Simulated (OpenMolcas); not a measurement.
Pd5+ in a point-charge field

Pd5+ among 4 point charges of -2 e arranged as a tetrahedron (Td), 2.07 Å from the ion.

```
Program             : OpenMolcas 26.06
Method              : SS-CASPT2, IPEA 0.25 Eh, imaginary shift 0.1 Eh (closed shells correlated: 4s 4p)
Basis               : ANO-RCC-VTZP [7s6p4d2f1g]
Scalar Hamiltonian  : DKH2, point nucleus
Active space        : 5 electrons in 5 orbitals (4d)
State averaging     : 2S+1 = 6 even, 1 root; 2S+1 = 4 even, 24 roots; 2S+1 = 2 even, 75 roots
Spin-orbit coupling : state interaction with AMFI integrals over the reference wave functions
```

The lowest spin-free states (labels of Td), above the lowest:

```csv
State,Degeneracy,E (cm-1),Free-ion L (%)
6A1,1,0,S (100)
4T1,3,29120,G (94)
4E,2,29340,G (100)
4T2,3,29350,G (100)
4A1,1,29430,G (100)
4T1,3,34610,P (94)
4T2,3,34780,D (99)
4E,2,34800,D (100)
2T2,3,42920,I (95)
2T1,3,42980,I (98)
2A2,1,43120,I (97)
2T2,3,43150,I (99)
2A1,1,43170,I (100)
2E,2,43220,I (100)
2T2,3,47110,D (70)
2E,2,47400,D (96)
4A2,1,47850,F (100)
4T1,3,47950,F (100)
4T2,3,48280,F (99)
2T1,3,48970,F (96)
```

The lowest levels with spin-orbit coupling:

```csv
E (cm-1),Degeneracy,Label,2S+1,g
0,4,Γ8,6,
0,2,Γ7,6,3.33 3.33 3.33
28350,4,Γ8,4,
28840,2,Γ7,4,1.17 1.17 1.17
28980,2,Γ6,4,0.64 0.64 0.64
29030,4,Γ8,4,
29050,2,Γ7,4,1.65 1.65 1.65
29310,4,Γ8,4,
29330,2,Γ6,4,1.17 1.17 1.17
29350,4,Γ8,4,
29360,2,Γ7,4,0.12 0.12 0.12
29450,2,Γ6,4,3.23 3.23 3.23
29490,4,Γ8,4,
29640,4,Γ8,4,
31510,2,Γ7,4,2.35 2.35 2.35
31730,4,Γ8,4,
32330,4,Γ8,4,
33590,2,Γ6,4,1.58 1.58 1.58
34380,2,Γ7,4,4.24 4.24 4.24
34720,4,Γ8,4,
```

Powder χT (cm3 K/mol): 4.35 at 2 K, 4.36 at 10 K, 4.36 at 50 K, 4.36 at 100 K, 4.36 at 200 K, 4.36 at 300 K. The effective moment at 300 K is 2.828 √(χT) = 5.90 μB.

The lowest level has 2S+1 = 6, for which the spin-only value is χT = S(S+1) / 2 = 4.375 cm3 K/mol (g = 2). The computed 4.357 at 300 K differs by -0.018, through a little spin-orbit mixing out of the ground term, against the free-electron g of 2.0023, which raises it.

Roots that are degenerate in the reference are averaged as groups; the widest CASPT2 spread within a group is 110 cm-1 (the 3-fold group of multiplicity 2 near 47100 cm-1 above the lowest state of its run). Shifts and gaps below about the spread of the groups concerned are not significant. Point charges give a weaker field than real ligands, and real ions of this kind are as a rule low spin; the high spin found here belongs to the model. Free-ion shares, where given, are those of the reference states; single-state CASPT2 does not remix them. This is an electrostatic model: the charges have no orbitals. No measured value stands beside these numbers.
